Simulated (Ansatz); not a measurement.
Species: fluoro(trihydroxy)silane, sum formula H3SiO3F (charge 0, singlet). 
Coordinates optimised at B3LYP-D3(BJ)/def2-TZVP (Ansatz, a program for electronic structure):
SMILES: O[Si](O)(O)F
```xyz
8

Si     0.0007    -0.0003    -0.0170
F     -0.0678     0.0278     1.5817
O     -0.7923     1.2887    -0.6039
O      1.5552     0.0491    -0.4816
O     -0.6928    -1.3665    -0.5530
H     -0.5010     2.1695    -0.3569
H      2.1518    -0.6459    -0.1938
H     -1.6127    -1.5392    -0.3394
```
Charge 0, spin multiplicity 1.

Property: vertical ionisation energy (to the doublet state of charge +1; each state is the SCF solution reached for its spin; the molecule has degenerate orbitals, so one determinant may break the symmetry; for the doublet the Hartree-Fock reference is unstable and T1 is 0.023), in eV. Valence correlation only, unless marked. UHF or UKS for open shells. Spin-orbit coupling is left out. No relativistic terms.  The program attaches cautions to a run behind CCSD/aug-cc-pV(Q+d)Z: other roots.

```tsv
level	program	vertical ionisation energy (eV)
r2SCAN/def2-TZVPD	Ansatz	11.69
B3LYP/def2-TZVPD	Ansatz	12.09
CAM-B3LYP/def2-TZVPD	Ansatz	12.54
wB97X-V/def2-TZVPD	Ansatz	12.61
RI-MP2/aug-cc-pV(T+d)Z	Ansatz	13.24
CCSD/aug-cc-pV(Q+d)Z	Ansatz	13.07
```
